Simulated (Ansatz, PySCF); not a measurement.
Dissociation curve of SMILES [AlH3]. The Al1–H4 bond (Al1 also carries H, H; H4 carries nothing else) is stretched with both fragments frozen at the PBE0/def2-TZVP optimised geometry.

- UKS-B3LYP/3-21G = unrestricted B3LYP/3-21G in PySCF
- UHF/cc-pVDZ (Ansatz, a program for electronic structure)
- RHF/cc-pVDZ (Ansatz)

Total energies in hartree (comparable only within one method and basis):

```json
[
 {"R / Å": "1.27", "UKS-B3LYP/3-21G": "-242.81935", "UHF": "-243.59237", "RHF": "-243.59237"},
 {"R / Å": "1.34", "UKS-B3LYP/3-21G": "-242.83799", "UHF": "-243.61024", "RHF": "-243.61024"},
 {"R / Å": "1.43", "UKS-B3LYP/3-21G": "-242.85295", "UHF": "-243.62413", "RHF": "-243.62413"},
 {"R / Å": "1.49", "UKS-B3LYP/3-21G": "-242.85860", "UHF": "-243.62909", "RHF": "-243.62909"},
 {"R / Å": "1.52", "UKS-B3LYP/3-21G": "-242.86038", "UHF": "-243.63055", "RHF": "-243.63055"},
 {"R / Å": "1.59", "UKS-B3LYP/3-21G": "-242.86230", "UHF": "-243.63175", "RHF": "-243.63175"},
 {"R / Å": "1.63", "UKS-B3LYP/3-21G": "-242.86222", "UHF": "-243.63128", "RHF": "-243.63128"},
 {"R / Å": "1.68", "UKS-B3LYP/3-21G": "-242.86114", "UHF": "-243.62973", "RHF": "-243.62973"},
 {"R / Å": "1.75", "UKS-B3LYP/3-21G": "-242.85815", "UHF": "-243.62607", "RHF": "-243.62607"},
 {"R / Å": "1.82", "UKS-B3LYP/3-21G": "-242.85384", "UHF": "-243.62106", "RHF": "-243.62106"},
 {"R / Å": "1.97", "UKS-B3LYP/3-21G": "-242.84173", "UHF": "-243.60729", "RHF": "-243.60729"},
 {"R / Å": "2.14", "UKS-B3LYP/3-21G": "-242.82561", "UHF": "-243.58896", "RHF": "-243.58896"},
 {"R / Å": "2.40", "UKS-B3LYP/3-21G": "-242.79997", "UHF": "-243.56054", "RHF": "-243.55947"},
 {"R / Å": "2.58", "UKS-B3LYP/3-21G": "-242.78296", "UHF": "-243.54744", "RHF": "-243.53958"},
 {"R / Å": "2.91", "UKS-B3LYP/3-21G": "-242.75682", "UHF": "-243.53456", "RHF": "-243.50604"},
 {"R / Å": "3.19", "UKS-B3LYP/3-21G": "-242.74384", "UHF": "-243.52960", "RHF": "-243.48108"},
 {"R / Å": "3.52", "UKS-B3LYP/3-21G": "-242.73537", "UHF": "-243.52695", "RHF": "-243.45576"},
 {"R / Å": "3.90", "UKS-B3LYP/3-21G": "-242.73054", "UHF": "-243.52574", "RHF": "-243.43152"},
 {"R / Å": "4.24", "UKS-B3LYP/3-21G": "-242.72852", "UHF": "-243.52532", "RHF": "-243.41366"},
 {"R / Å": "4.83", "UKS-B3LYP/3-21G": "-242.72713", "UHF": "-243.52509", "RHF": "-243.38982"},
 {"R / Å": "5.51", "UKS-B3LYP/3-21G": "-242.72669", "UHF": "-243.52504", "RHF": "-243.37120"}
]
```

The unrestricted determinant behind UKS-B3LYP/3-21G is spin-contaminated at 2.91 to 5.51 Å (<S²> up to 1.0, against 0.00 for a pure singlet). The unrestricted determinant behind UHF is spin-contaminated at 2.40 to 5.51 Å (<S²> up to 1.0, against 0.00 for a pure singlet). The restricted form behind RHF keeps the bonding electrons paired and can't separate into open-shell fragments.
